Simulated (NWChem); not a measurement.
Molecule: C2H2ClI; SMILES Cl/C=C\I

Results from NWChem. Pople sets run with spherical d functions. The geometry was optimised at PBE0/def2-SVP (def2 core potentials past Kr). Total energies compare along this basis series because the functional is fixed.

```
level                            basis functions  energy (Ha)  highest occupied level (eV)  orbital gap (eV)  dipole (D)  relative time
-------------------------------  ---------------  -----------  ---------------------------  ----------------  ----------  -------------
TPSS/STO-3G, non-relativistic                 48   -7384.1969                        -4.03              5.42        1.95              1
TPSS/3-21G, non-relativistic                  66   -7424.5823                        -5.95              4.57        1.73              1
TPSS/6-311G**, non-relativistic              136   -7456.7705                        -6.12              4.39        1.63              5
```

The last column is a rough cost ratio, cheapest run = 1.
